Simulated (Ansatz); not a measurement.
`[F][Zn][Cl]` + `CCO` → `CC[O][Zn][Cl]` + H–F at 700 K and 1 bar (ligand exchange at a Zn–F bond).

Gas-phase electronic energies from Ansatz, PBE0-D4/def2-TZVP geometries. CCSD(T)/CBS is the MP2 limit (def2-TZVPP, def2-QZVPP) plus CCSD(T) − MP2 in def2-TZVPP, frozen cores. This one scheme is used for every species. For Zn outer-core shells are correlated without core-valence functions, which leaves a few kJ/mol of doubt a bond. Scalar relativity is left out up to krypton. Each species was taken in one conformer, which may not be the lowest.

```json
{"species": "`[F][Zn][Cl]`", "CCSD(T)/CBS energy (Eh)": "-2338.03728", "H − E (kJ/mol)": "45.0", "S (J/(mol·K))": "320.3"}
{"species": "`CCO`", "CCSD(T)/CBS energy (Eh)": "-154.88256", "H − E (kJ/mol)": "262.0", "S (J/(mol·K))": "346.5"}
{"species": "`CC[O][Zn][Cl]`", "CCSD(T)/CBS energy (Eh)": "-2392.51110", "H − E (kJ/mol)": "259.9", "S (J/(mol·K))": "473.2"}
{"species": "H–F", "CCSD(T)/CBS energy (Eh)": "-100.39570", "H − E (kJ/mol)": "45.2", "S (J/(mol·K))": "198.5"}
```

H − E and S are ideal-gas, rigid-rotor, harmonic terms from PBE0-D4/def2-TZVP, for one conformer and one mirror image of each species. 1 Eh = 2625.50 kJ/mol, R = 8.31446 J/(mol·K).

By hand: ΔE, ΔH, ΔS and ΔG.

ΔE = (-2392.51110) + (-100.39570) − (-2338.03728) − (-154.88256) = 0.01304 Eh = 34.2 kJ/mol. Δ(H − E) = 259.9 + 45.2 − 45.0 − 262.0 = -1.9, so ΔH = 32.3 kJ/mol. ΔS = 473.2 + 198.5 − 320.3 − 346.5 = 4.9 J/(mol·K). ΔG = 32.3 − 700 × (4.9)/1000 = 28.9 kJ/mol.

By hand: the equilibrium constant, and the temperature at which ΔG would vanish if ΔH and ΔS stayed fixed.

log₁₀ K = −ΔG/(RT ln 10) = -2.2. ΔG = 0 at ΔH/ΔS = 6592 K, far beyond where these terms or the molecules hold.

The number of gas molecules stays the same, so ΔS is small and ΔH decides. A doubt of 5 kJ/mol in ΔE shifts log₁₀ K by 0.4 here. Other conformers and mirror images would add mixing entropy, several J/(mol·K) or more a flexible species. Modes under 60 cm⁻¹, often nearly free rotors, make the harmonic entropy too high. These are equilibria of isolated gas molecules and say nothing of rates. Largest T1 diagnostic: 0.016 (customary marks: 0.02 for closed shells, 0.045 for open ones).
